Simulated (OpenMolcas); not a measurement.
Rh3+ with 6 ligands (chloride) in octahedral coordination (Oh) at 2.42 Å. A charge of +0.5 e stands 2.6 Å behind each ligand. Ligand basis ANO-RCC-VDZP.
```
Rh    0.0000    0.0000    0.0000
Cl    2.4200    0.0000    0.0000
Cl    0.0000    2.4200    0.0000
Cl   -2.4200    0.0000    0.0000
Cl    0.0000   -2.4200    0.0000
Cl    0.0000    0.0000    2.4200
Cl    0.0000    0.0000   -2.4200
```

```
Program             : OpenMolcas 26.06
Method              : CASSCF
Basis               : ANO-RCC-VDZP [6s5p3d1f]
Scalar Hamiltonian  : DKH2, point nucleus
Active space        : 6 electrons in 5 orbitals (4d)
State averaging     : 2S+1 = 5 even, 5 roots; 2S+1 = 3 even, 45 roots; 2S+1 = 1 even, 50 roots
Spin-orbit coupling : state interaction with AMFI integrals over the reference wave functions
```

(1) What is the spin-free ground state (labels of O, the rotations of Oh)?

(2) Where is the first state of the same spin?

(3) What are the lowest two levels with spin-orbit coupling?

(4) What is χT at 300 K?

(5) Which ligand-field parameters describe the states?

Answers

(1) 1A1, 1-fold in its orbital part; d6 allows 2S+1 = 5, so this is a state of lower spin.

(2) 1T1 at 12300 cm-1 above the ground state.

(3) A 1-fold level, then a 2-fold level 5110 cm-1 above it. Their leading multiplicities are 1 (89 %) and 5 (55 %).

(4) 0.05 cm3 K/mol.

(5) A least-squares ligand-field fit to the states below 45000 cm-1, each weighted by its degeneracy and with a free common offset, gives 10Dq = 16110 cm-1, B = 639 cm-1 and C = 2910 cm-1 (C/B = 4.56), with an rms deviation of 608 cm-1. The same method and metal basis give the free ion B = 943 cm-1 (fit to its terms below 60000 cm-1, rms deviation 26 cm-1), so the nephelauxetic ratio is β = 639 / 943 = 0.68; it hangs on how both fits weigh the states, and computed free-ion B values tend to be too large, so β mixes covalency with correlation.

Without dynamic correlation the repulsion within the d shell is too large (B by tens of per cent), so at a given field states of lower spin stand too high. This shell can be high or low spin here, a state of another spin lies low, and with metal d orbitals alone active their balance is uncertain, so the ground spin may be wrong, although the usual error favours high spin. The least metal-like active orbital is 69 % on the metal (Löwdin) and no ligand orbital is active, so the numbers are rough, and ground spin, moment and any spin crossover can be artefacts of this space; highly charged d ions in such sites are as a rule low spin. With metal d orbitals alone the field can be off either way by tens of per cent. Ligand-to-metal charge-transfer states are missing. With no ligand orbital active B as a rule stays too high, so bands that hang on it stand too high and its fall with covalency is understated. No measured value stands beside these numbers; the geometry is a model, was not optimised and need not be the one that this ion takes.
